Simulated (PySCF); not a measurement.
Write Cartesian coordinates for InChI=1S/C3HF6N/c4-2(5,6)1(10)3(7,8)9/h10H as optimised with PBE0-D3(BJ)/def2-TZVP.

```xyz
11
C3HF6N angstrom
N     -0.1855    1.4483   -0.8890
C     -0.0040    0.3878   -0.2503
C      1.4111   -0.1737   -0.1193
F      2.2279    0.3654   -1.0043
F      1.8884    0.0760    1.1027
F      1.4094   -1.4976   -0.2959
C     -1.1201   -0.4083    0.4284
F     -1.4249   -1.4911   -0.2851
F     -2.2213    0.3383    0.5244
F     -0.7730   -0.7972    1.6508
H     -1.1685    1.7246   -0.8772
```

Any rigid rotation of these coordinates is as good. Atoms count from 1 in this order. Of the pairs four or more bonds apart, those above aside, F6···F8 is among the closest relative to their van der Waals radii: 2.83 Å, 96 % of the sum of Bondi's values. N1 (imine nitrogen) is bent (angle 111.3°). H11 on N1 lies 2.23 Å from F9, 4 bonds away (angle at H 107°; Bondi radii sum to 2.67 Å).

Bonds between heavy atoms (Å): N1=C2 1.251, C2–C3 1.528, C3–F4 1.319, C3–F5 1.335, C3–F6 1.336, C2–C7 1.530, C7–F8 1.332, C7–F9 1.334, C7–F10 1.329.

Computed, not measured: PySCF, PBE0-D3(BJ)/def2-TZVP geometry optimisation, gas phase.

Whether it is a minimum is left open (no frequencies).

Time: 9.4 min of wall time; peak memory 1.7 GiB. Hardware: one thread, Arm Neoverse V2 (aarch64), no GPU, shared host with 48 logical CPUs at a one-minute load of 9.1. That covers the optimisation of the geometry.
